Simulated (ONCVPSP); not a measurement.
**Transferability test, ONCV potential for Bi**

ONCVPSP 4.0.1 input, shortened (lines: element, Z, core and valence counts, functional; n l f; lmax; l rc ep ncon nbas qcut; lloc lpopt rc5 dvloc0; l nproj debl; icmod fcfact rcfact), PBE, scalar-relativistic:

```
  Bi 83.00   11    4        4      upf
    1    0    2.00
    2    0    2.00
    2    1    6.00
    3    0    2.00
    3    1    6.00
    3    2   10.00
    4    0    2.00
    4    1    6.00
    4    2   10.00
    5    0    2.00
    5    1    6.00
    4    3   14.00
    5    2   10.00
    6    0    2.00
    6    1    3.00
    3
    0    1.65    0.00    4    8    3.40
    1    2.20    0.00    4    9    3.10
    2    0.85    0.00    4    8   11.40
    3    0.85    0.00    5    9   17.00
    2    5    0.85    0.00
    0    2    2.60
    1    2    3.40
    2    0    0.40
    3    2    1.70
    3    2.00    1.30
```

In the f channel the program set the typed energies aside and used -5.608, 0.250 Ha.

Energies are relative to the spin-unpolarised reference configuration 4f14 5d10 6s2 6p3; without spin polarisation the order of configurations can differ from experiment.

```tsv
valence configuration	charge	ΔE all-electron (eV)	error AE − PS (meV)
4f14 5d10 6s2 6p1	+2	23.160	-9.7
4f14 5d10 6s2 6p0	+3	46.503	-19
4f14 5d10 6s0 6p5	0	20.502	-7.5
```

Problem. What are ΔE and the potential's error for 4f14 5d10 6s2 6p2?

Solution. ΔE = 7.913 eV all-electron; the error (AE − PS) is -3.3 meV.

Levels in the configuration 4f14 5d10 6s2 6p2:

| level | all-electron (eV) | pseudo (eV) |
| --- | --- | --- |
| 4f | -160.749 | -160.635 |
| 5d | -35.191 | -35.153 |
| 6s | -22.110 | -22.107 |
| 6p | -11.439 | -11.439 |

Note: ghosts flagged at negative energy: s at -41.5 eV; GHOST(+) flagged for p at 33.1 eV. A true bound ghost makes a file unfit for plane-wave use.
